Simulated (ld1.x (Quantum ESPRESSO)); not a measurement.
Before and after: ultrasoft potential for carbon

ld1.x (Quantum ESPRESSO) 7.5 input, shortened:

```
&input
   title='C', zed=6., rel=1, dft='PBESOL', iswitch=3,
   config='[He] 2s2 2p2'
 /
 &inputp
   pseudotype=3, tm=.true., lloc=-1, rcloc=1.25,
   nlcc=.false.,
   which_augfun='PSQ', rmatch_augfun_nc=.true.
 /
4
2S  1  0   2.00   0.00  1.10  1.35  0.0
2S  1  0   0.00  -0.50  1.10  1.35  0.0
2P  2  1   2.00   0.00  1.90  2.15  0.0
2P  2  1   0.00   0.30  1.90  2.15  0.0
 &test
   configts(1)='2s2 2p2'
 /
```

Change: all radii scaled by about 1.27 (s 1.72, p 2.72 bohr, rcut 1.40/2.42); local potential all-electron potential smoothed inside 1.58 bohr (lloc = -1).

Cutoffs: the cutoffs (Ry, on a coarse ladder) from which the occupation-weighted sum of valence levels, in a spherical-Bessel basis at the reference potential, stays within 10 and 1 mRy of its value at 400 Ry; they do not see the model core or the augmentation charge, which bear on the density cutoff. Errors are all-electron minus pseudo energies relative to the spin-unpolarised reference configuration.

What does the change do?

The potential gets softer (15 Ry and 18 Ry → 10 Ry and 18 Ry); of the 7 tests that both files solve, the error grows in 4 and shrinks in 1 by more than 15 % and 0.3 meV (median size 25.9 → 45.1 meV); neither file shows a bound ghost. A larger radius leaves more room for a smooth pseudo-wave, so fewer plane waves are needed.

```tsv
quantity	base	changed
cutoff, loose	15 Ry	10 Ry
cutoff, tight	18 Ry	18 Ry
loose cutoff by channel (10 mRy a level)	s 8 Ry, p 12 Ry	s 8 Ry, p 6 Ry
bound ghosts	none	none
error for 2s2 2p1, meV [ΔE 10.79 eV]	+105	+101
error for 2s2 2p0, meV [ΔE 34.81 eV]	+32	+671
error for 2s1 2p0, meV [ΔE 82.77 eV]	+143	+1281
error for 2s0 2p4, meV [ΔE 16.87 eV]	+5.7	-45
error for 2s1 2p3, meV [ΔE 8.43 eV]	+1.1	-12
error for 2s2 2p1.5, meV [ΔE 3.93 eV]	+26	+20
error for 2s2 2p2.3, meV [ΔE -1.14 eV]	+4.6	+4.0
lowest overlap eigenvalue by channel	s 0.55, p 1.00	s 0.61, p 0.24
```
